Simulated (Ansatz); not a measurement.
Isolated molecules relaxed with PBE0-D4/def2-TZVP in Ansatz; ΔE leaves out vibrations. CCSD(T)/CBS adds triple-zeta CCSD(T) − MP2 to the extrapolated MP2 energy (def2 sets, frozen cores). This one scheme is used for every species. Functionals use def2-TZVPP. B3LYP here is the variant with VWN-RPA as its local correlation; programs differ in this. One conformer a species, not always the lowest.

Consider the isomerisation: `CO[SiH2]S` → `CS[SiH2]O`.

`CO[SiH2]S`:

```xyz
10

C    -1.573    0.569    0.125
O    -0.484   -0.241    0.507
Si    0.851   -0.423   -0.427
S     2.347   -1.467    0.652
H    -2.244    0.661    0.981
H    -1.247    1.573   -0.171
H    -2.129    0.124   -0.706
H     1.323    0.923   -0.848
H     0.580   -1.263   -1.622
H     2.576   -0.457    1.509
```

`CS[SiH2]O`:

Z-matrix (Å, degrees):
```
C
S 1 1.818
H 1 1.089 2 111.0
H 1 1.090 2 110.8 3 -122.4
H 1 1.089 2 106.9 3 118.9
Si 2 2.119 1 99.7 3 59.8
O 6 1.646 2 113.6 1 -63.8
H 6 1.485 2 104.1 1 173.6
H 6 1.481 2 110.9 1 52.7
H 7 0.959 6 116.7 2 -56.8
```

| level | ΔE (kcal/mol) |
| --- | --- |
| revPBE-D4 | -12.3 |
| B2PLYP | -10.9 |
| PBE | -11.8 |
| r2SCAN | -11.6 |
| B3LYP | -10.1 |
| CCSD(T)/def2-SVP | -7.1 |
| CCSD/def2-TZVPP | -10.3 |
| MP2/def2-QZVPP | -13.1 |

Q: What does CCSD(T)/CBS give? (Estimate.)

A: The calculation gave: -11.9 kcal/mol. The listed levels differ from it by -0.4, 1.0, 0.1, 0.3, 1.8, 4.8, 1.6, -1.2 kcal/mol.

Q: What do rigid-rotor, harmonic-oscillator terms from PBE0-D4/def2-TZVP frequencies (298.15 K, 1 bar) make of the CCSD(T)/CBS value? (An estimate is asked.)

A: The calculation gave: ΔZPE = +1.0 kcal/mol, ΔH = -11.0 kcal/mol, ΔS = -7 J/(mol·K), ΔG = -10.5 kcal/mol.

Largest T1 diagnostic among the species: 0.011.

Leaving LDA and LC-ωPBE aside and taking each functional with its dispersion term where it has one, the values, not all of them listed here, spread over 2.4 kcal/mol, from revPBE-D4 to CAM-B3LYP-D4. In def2-TZVPP, CCSD(T) changes the Hartree–Fock value by −2.6 kcal/mol (the triples alone add −0.5 kcal/mol) and MP2 by −4.2 kcal/mol. At CCSD(T), def2-SVP lies +4.8 kcal/mol from the extrapolated value and def2-TZVPP +1.1 kcal/mol.
